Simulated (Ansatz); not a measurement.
`[SiH3]C=S` and `S=[CH][GeH3]` differ in one atom or group.

Ansatz, PBE0-D4/def2-TZVP geometries, multiplicity 1. 

Scalar relativity is left out up to krypton.

```csv
property,`[SiH3]C=S`
LUMO energy (ωB97M-V/def2-TZVPP) / eV,-0.61
"ideal-gas entropy at 298 K and 1 bar (rigid rotor, harmonic PBE0-D4/def2-TZVP) / J/(mol·K)",298
HOMO energy (B3LYP/def2-TZVPP) / eV,-6.26
HOMO energy (PBE0/def2-TZVPP) / eV,-6.49
HOMO energy (PBE/def2-TZVPP) / eV,-5.28
HOMO–LUMO gap (PBE/def2-TZVPP) / eV,1.54
```

Problem. Give the same properties after the change, and the shifts. (Best estimate.)

Solution. The calculation gave: 
```json
{"property": "LUMO energy (ωB97M-V/def2-TZVPP) / eV", "`S=[CH][GeH3]`": "-0.46", "shift": "0.15"}
{"property": "ideal-gas entropy at 298 K and 1 bar (rigid rotor, harmonic PBE0-D4/def2-TZVP) / J/(mol·K)", "`S=[CH][GeH3]`": "311", "shift": "13"}
{"property": "HOMO energy (B3LYP/def2-TZVPP) / eV", "`S=[CH][GeH3]`": "-6.20", "shift": "0.06"}
{"property": "HOMO energy (PBE0/def2-TZVPP) / eV", "`S=[CH][GeH3]`": "-6.42", "shift": "0.07"}
{"property": "HOMO energy (PBE/def2-TZVPP) / eV", "`S=[CH][GeH3]`": "-5.24", "shift": "0.04"}
{"property": "HOMO–LUMO gap (PBE/def2-TZVPP) / eV", "`S=[CH][GeH3]`": "1.64", "shift": "0.10"}
```

With PBE0 the HOMO rises by 0.07 eV and the LUMO rises by 0.13 eV, so the gap widens by about 0.06 eV. PBE moves the HOMO by 0.04 eV and ωB97M-V by 0.10 eV.

B3LYP here is the variant with VWN-RPA as its local correlation; programs differ in this.
